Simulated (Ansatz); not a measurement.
Ti3Se4⁺ (the lowest doublet isomer of a short search) was relaxed with PBE-D4 (def2-SVP) in Ansatz in these states: charge +1 doublet, charge +1 quartet. The geometries follow in no particular order.

A:

```
atom   x (Å)   y (Å)   z (Å)
 Ti1   1.159  -0.039   0.950
 Ti2  -0.737   1.457  -0.161
 Ti3   0.024  -1.117  -1.206
 Se4   0.701  -2.387   0.679
 Se5   1.426   0.967  -1.349
 Se6  -2.177  -0.202  -1.098
 Se7  -0.396   1.321   2.184
```

B:

```tsv
atom	x (Å)	y (Å)	z (Å)
Ti1	-0.233	-1.548	0.563
Ti2	0.074	1.219	1.128
Ti3	0.907	0.181	-1.381
Se4	-0.664	-1.578	-1.792
Se5	1.973	-0.380	0.812
Se6	-0.242	2.249	-1.010
Se7	-1.816	-0.142	1.680
```

Task: Judge from the bond lengths which geometry belongs to which state (an estimate).

Result: A is the charge +1 doublet (Ti1–Ti2 2.658 Å, Ti1–Ti3 2.665 Å, Ti2–Ti3 2.881 Å); B is the charge +1 quartet (Ti1–Ti2 2.841 Å, Ti1–Ti3 2.841 Å, Ti2–Ti3 2.841 Å).

These are the stationary points nearest to one start from a short search; other shapes may lie lower in each state.
